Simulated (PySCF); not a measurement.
## Electric properties by functional and basis

Compound: K₂.
Structure used (PBE0-D3(BJ)/def2-SVP), in Å, numbered top down from 1:
```xyz
2
K2 angstrom
K      2.0377   -0.0865    0.0081
K     -1.9880   -0.0012   -0.0303
```

PySCF, dipoles from the SCF density, polarisabilities from static response with core orbitals frozen. Isolated species at its PBE0-D3(BJ)/def2-SVP geometry, gas phase.

The anisotropy is √(½[(α1 − α2)² + (α2 − α3)² + (α3 − α1)²]).

```tsv
level	α (au)	anisotropy (au)
LDA/def2-SVPD	442.81	333.15
PBE/def2-SVPD	472.54	312.84
B3LYP/def2-SVPD	453.94	326.37
PBE0/def2-SVPD	494.78	298.81
BHandHLYP/def2-SVPD	472.30	312.49
CAM-B3LYP/def2-SVPD	462.29	309.69
wB97X-D/def2-SVPD	556.07	402.10
LC-wPBE/def2-SVPD	532.35	226.16
HF/def2-SVPD	579.53	294.08
PBE0/def2-SVP	427.21	405.95
PBE0/6-31G*	499.14	303.27
PBE0/def2-TZVP	433.06	412.44
PBE0/def2-TZVPD	495.90	302.41
```

No reference polarisability is at hand; against PBE0 in the largest diffuse basis at hand (def2-TZVPD) the other PBE0 rows deviate by def2-SVP -14%, def2-SVPD 0%, 6-31G* +1%, def2-TZVP -13%. The dipole stays under 0.05 D at every level. In one basis (def2-SVPD) the functionals order the polarisability from LDA (lowest) to HF (highest), a spread of 31%. With PBE0 the polarisability is 453.14 au without diffuse functions (mean of def2-SVP, 6-31G* and def2-TZVP) and 495.34 au with them (mean of def2-SVPD and def2-TZVPD).
